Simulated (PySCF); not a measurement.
AlClH4O2Si, SMILES [OH][Al]([OH])[SiH2]Cl. Geometry: PBE-D3(BJ)/def2-SVP. The structure was generated by enumeration; whether it is a known compound was not checked. One conformer was computed; it need not be the lowest.

Computed equilibrium geometry at PBE-D3(BJ)/def2-SVP (PySCF confirms it by a frequency run) as Cartesian coordinates in Å, and its point group (one conformer of several):
point group Cs.
```xyz
9

Si     1.0604    -0.8832     0.0000
Cl    -0.5058    -2.3008     0.0000
Al    -0.0765     1.2765     0.0000
O      0.8868     2.6940     0.0000
O     -1.7893     1.4244     0.0000
H      1.9168    -1.1496    -1.2105
H      1.9168    -1.1496     1.2105
H      0.5072     3.5874     0.0000
H     -2.3726     0.6483     0.0000
```
